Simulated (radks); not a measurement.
Fractional charge and spin in the 3p shell of nickel: the spin-up occupation runs from 2 to 3 and the spin-down occupation from 2 to 3; the fullest corner is Ni2+, [Ne] 3s2 3d(up 4, down 4) 3p(up 3, down 3). Calculated with a radial shooting solver on a logarithmic mesh with Libxc functionals: non-relativistic Kohn-Sham, TPSS, spin-polarised, spherical densities, point nucleus; meta-GGA in the generalised Kohn-Sham scheme. Energy (eV) minus the two flat planes that join the four corners (they meet along the diagonal where the two added fractions sum to one electron); zero is where a piecewise linear energy would lie.

\begin{tabular}{lrrr}
down \ up & 2 & 2.5 & 3 \\ \hline
2 & 0.000 & -2.757 & 0.000 \\
2.5 & -2.757 & 0.418 & -2.482 \\
3 & 0.000 & -2.482 & 0.000 \\
\end{tabular}

Corners above the fullest one (they belong to Ni3+ and the next ion): (up 3, down 2) 100.47 eV, (up 2, down 3) 100.47 eV, (up 2, down 2) 223.61 eV. With half an added electron in each spin the energy lies 0.418 eV from the planes, and with half an added electron in spin up alone -2.757 eV. The planes are only a guide here: the flat-plane condition holds for ground states with one frontier orbital, while this shell lies below other occupied shells, so the corners above the fullest one are inner-hole states and not the ground states of those ions.
